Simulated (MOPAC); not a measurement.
A run for MOPAC: PM7 on AlFH2 (SMILES [F][AlH2]), a point of a bond scan (R = 3.311 Å).

```
PM7 1SCF PRECISE CHARGE=0 THREADS=1
AlFH2

Al    -0.24669394 1    -0.47884971 1     0.15840895 1
H      0.47073738 1    -1.31219084 1     1.27881201 1
H     -1.58943775 1    -0.85928261 1    -0.56046382 1
F      1.20796542 1     2.34474299 1    -0.77566773 1
```

Output:

```
*******************************************************************************
 **                                                                           **
 **                              MOPAC v23.2.5                                **
 **                                                                           **
 *******************************************************************************
 ** MOPAC's Digital Object Identifier: https://doi.org/10.5281/zenodo.6511958 **
 **                                                                           **
 ** Please cite the open-source release paper for use of this MOPAC version:  **
 ** J. E. Moussa and J. J. P. Stewart (2026)                                  **
 ** MOPAC: An open-source semiempirical molecular orbital program             **
 ** J. Open Source Softw., 11(119), 8025, https://doi.org/10.21105/joss.08025 **
 *******************************************************************************

                              PM7 CALCULATION RESULTS

 *******************************************************************************
 *  PM7        - The PM7 Hamiltonian to be used
 *
 *
 *
 *                 CHARGE ON SYSTEM = 0
 *
 *
 *
 *  PRECISE    - TIGHTER CRITERIA TO BE USED
 *  1SCF       - DO 1 SCF AND THEN STOP
 *  THREADS=1  - MULTI-THREADING NOT USED
 *  T=         - A TIME OF 172800.0 SECONDS REQUESTED
 *  DUMP=N     - RESTART FILE WRITTEN EVERY 7200.0 SECONDS REQUESTED
 *******************************************************************************
PM7 1SCF PRECISE CHARGE=0 THREADS=1
 AlFH2

   ATOM   CHEMICAL          X               Y               Z
  NUMBER   SYMBOL      (ANGSTROMS)     (ANGSTROMS)     (ANGSTROMS)

     1      Al         -0.24669394  *  -0.47884971  *   0.15840895  *
     2       H          0.47073738  *  -1.31219084  *   1.27881201  *
     3       H         -1.58943775  *  -0.85928261  *  -0.56046382  *
     4       F          1.20796542  *   2.34474299  *  -0.77566773  *



          CARTESIAN COORDINATES

    NO.       ATOM           X           Y           Z

     1        Al         -0.2467     -0.4788      0.1584
     2         H          0.4707     -1.3122      1.2788
     3         H         -1.5894     -0.8593     -0.5605
     4         F          1.2080      2.3447     -0.7757

 General Reference for PM7:
 "Optimization of Parameters for Semiempirical Methods VI: More Modifications to the
 NDDO Approximations and Re-optimization of Parameters", J. J. P. Stewart, J. Mol. Mod., 1:32, 19 (2013)
 https://link.springer.com/article/10.1007/s00894-012-1667-x

           Empirical Formula: H2 Al F  =     4 atoms



      MOLECULAR POINT GROUP   :   C2v


      RHF CALCULATION, NO. OF DOUBLY OCCUPIED LEVELS = 6


 -------------------------------------------------------------------------------
 PM7 1SCF PRECISE CHARGE=0 THREADS=1
 AlFH2



     1SCF WAS SPECIFIED, SO BFGS WAS NOT USED
     SCF FIELD WAS ACHIEVED


                              PM7 CALCULATION
                                                       MOPAC v23.2.5 Linux




          FINAL HEAT OF FORMATION =        102.45345 KCAL/MOL =     428.66525 KJ/MOL


          COSMO AREA              =         99.41 SQUARE ANGSTROMS
          COSMO VOLUME            =         81.34 CUBIC ANGSTROMS

          IONIZATION POTENTIAL    =         10.048612 EV
          HOMO LUMO ENERGIES (EV) =        -10.049 -3.935
          NO. OF FILLED LEVELS    =          6
          MOLECULAR WEIGHT        =         47.9957         POINT GROUP:  C2v

          MOLECULAR DIMENSIONS (Angstroms)

            Atom       Atom       Distance
            F     4    H     3     4.25882
            H     3    H     2     2.64326
           Al     1    H     2     0.00000


          SCF CALCULATIONS        =          1





   ATOM   CHEMICAL          X               Y               Z
  NUMBER   SYMBOL      (ANGSTROMS)     (ANGSTROMS)     (ANGSTROMS)

     1      Al         -0.24669394  *  -0.47884971  *   0.15840895  *
     2       H          0.47073738  *  -1.31219084  *   1.27881201  *
     3       H         -1.58943775  *  -0.85928261  *  -0.56046382  *
     4       F          1.20796542  *   2.34474299  *  -0.77566773  *

                             CARTESIAN COORDINATES

   1   Al       -0.246693940    -0.478849710     0.158408950
   2    H        0.470737380    -1.312190840     1.278812010
   3    H       -1.589437750    -0.859282610    -0.560463820
   4    F        1.207965420     2.344742990    -0.775667730


           Empirical Formula: H2 Al F  =     4 atoms



      MOLECULAR POINT GROUP   :   C2v


                  EIGENVALUES
 -36.34409 -15.38487 -14.74518 -13.21981 -13.21684 -10.04861  -3.93521  -3.70287
  -0.02687   2.15699  13.48556  13.64491  14.21168  16.83684  17.22360


              NET ATOMIC CHARGES AND DIPOLE CONTRIBUTIONS

  ATOM NO.   TYPE          CHARGE      No. of ELECS.   s-Pop       p-Pop       d-Pop
    1         Al           0.354336        2.6457     0.87230     1.38325     0.39012
    2          H           0.024457        0.9755     0.97554
    3          H           0.024456        0.9755     0.97554
    4          F          -0.403249        7.4032     1.99925     5.40400
 DIPOLE           X         Y         Z       TOTAL
 POINT-CHG.    -2.891    -5.612     1.856     6.580
 HYBRID         1.052     2.042    -0.676     2.394
 SUM           -1.839    -3.570     1.181     4.186


          ATOMIC ORBITAL ELECTRON POPULATIONS

     Atom    s        px        py        pz      x^2-y^2     xz        z^2       yz        xy
    1 Al   0.87230   0.55147   0.43420   0.39758   0.06597   0.15850   0.01954   0.08886   0.05725
    2  H   0.97554
    3  H   0.97554
    4  F   1.99925   1.88464   1.56724   1.95212

 **********************
 *                    *
 * JOB ENDED NORMALLY *
 *                    *
 **********************




 == MOPAC DONE ==
```

The run finished.

Cost: around 0.03 core-seconds (rough).
